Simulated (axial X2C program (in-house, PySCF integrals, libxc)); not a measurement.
## HfO: bond constants with and without spin–orbit coupling

Calculated with an in-house all-electron X2C program for linear molecules (integrals from PySCF). Spin-free means the one-electron spin-free X2C Hamiltonian; two-component (2c) means X2C with spin–orbit coupling and atomic mean-field two-electron Coulomb and Gaunt terms, so the difference of the two also holds small scalar two-electron terms. Basis: Hf dyall-cv3z [13s14p9d7f4g], O dyall-av3z [7s6p3d2f] (cores contracted in-house); Gaussian nuclei, density fitting, unrestricted open shells. Masses: Hf 179.947 u, O 15.995 u.

Input file and command:
```json
{"zs": [72, 8], "q": 0, "bas": ["dyall-cv3z", "dyall-av3z"], "levels": ["PBE0", "HF", "r2SCAN"], "cc": true, "r0": 1.85, "thr": -1.0, "nmax": 90, "npts": 10, "nst": 2, "ntry": 6}
```
```bash
python so2c.py task.json out
```

Keys: zs atomic numbers; q charge; bas basis sets; levels methods; cc coupled cluster on or off; r0 starting distance in Å; thr threshold in hartree for freezing inner shells (an s shell follows its p shell); nmax most natural virtual spinors; npts points on the curve; nst determinants followed; ntry starts of the search. HF also brings MP2.

State, spin-free: M_S = 0, Λ = 0 (closed shell); electrons by block: σα: 16, σβ: 16, π+α: 8, π+β: 8, π-α: 8, π-β: 8, δ+α: 3, δ+β: 3, δ-α: 3, δ-β: 3, φ+α: 1, φ+β: 1, φ-α: 1, φ-β: 1. Fragments: Hf + O.

State, 2c: Ω = 0 (closed shell); electrons by block: 1/2: 24, -1/2: 24, 3/2: 11, -3/2: 11, 5/2: 4, -5/2: 4, 7/2: 1, -7/2: 1. Fragments: Hf + O.

```
Hamiltonian    level  Re (Å)  ωe (cm⁻¹)  ωexe (cm⁻¹)  Be (cm⁻¹)  αe (cm⁻¹)  De (eV)  k (mdyn/Å)  μ (D)
  spin-free     PBE0   1.712     1010.1         2.89     0.3914    0.00159     8.43        8.83  -3.44
  spin-free       HF   1.707     1048.8         2.52     0.3937    0.00138     4.77        9.52  -3.87
  spin-free      MP2   1.749      938.7          n/a     0.3752    0.00169     9.20        7.63    n/a
  spin-free     CCSD   1.734      985.2          n/a     0.3816     0.0015     8.08         8.4    n/a
  spin-free  CCSD(T)   1.747      949.5          n/a     0.3762    0.00163     8.47         7.8    n/a
  spin-free   r2SCAN   1.716      997.4            3     0.3897    0.00163     8.49        8.61  -3.20
         2c     PBE0   1.711     1010.7          2.9     0.3919     0.0016      n/a        8.84  -3.42
         2c       HF   1.706     1049.7         2.53     0.3943    0.00139      n/a        9.54  -3.84
         2c      MP2   1.748      939.7          n/a     0.3758    0.00169      n/a        7.64    n/a
         2c  CCSD(T)   1.745      950.1          n/a     0.3767    0.00162     8.25        7.81    n/a
         2c   r2SCAN   1.715      997.6         3.01     0.3902    0.00164      n/a        8.61  -3.18
```

Correlated methods: 10 electrons correlated (number of frozen shells: Hf 5 s, 4 p, 2 d, 1 f; O 1 s), 316 virtual spin orbitals or spinors in MP2, 90 natural virtuals in coupled cluster.

Dipoles are positive if O is the positive end.

One determinant describes the state; a PBE0 search over occupations chose it and may have missed a lower one. The closed shell is kept restricted, so the energy runs too high when the bond is stretched far. De is counted from the lowest determinant-based energies of the atoms at the same level, without counterpoise correction. De is not given where an atomic determinant may have missed its ground term or J level, or where the truncated virtual space spoils (T). CCSD and (T) use frozen natural virtuals with an MP2 correction for the truncation; (T) itself is uncorrected, so its De runs slightly low. Without a current term, density functionals place determinants with orbital angular momentum somewhat too high. The outer-core s and p shells of the metal are frozen in the correlated rows, which leaves out core–valence correlation; for alkali and alkaline-earth bonds that tends to lengthen them. The T1 diagnostic is large, a sign of multireference character. With the outer-core shells frozen, correlated bond lengths of heavy atoms tend to come out a few hundredths of an ångström too long.

No reliable constants came from CCSD (2c): no minimum in range, unconverged points, a curve that is not smooth, a change of character along it, or the two Hamiltonians disagreeing along it.

Rough cost a point (2c) on 1 thread(s) of a shared host, integrals apart: PBE0 1.9 s, HF 1.3 s, CCSD(T) 5 s, r2SCAN 1.8 s.

The whole task took 3.6 min on 1 thread of AMD EPYC 7B13 (Zen 3), on a shared host.
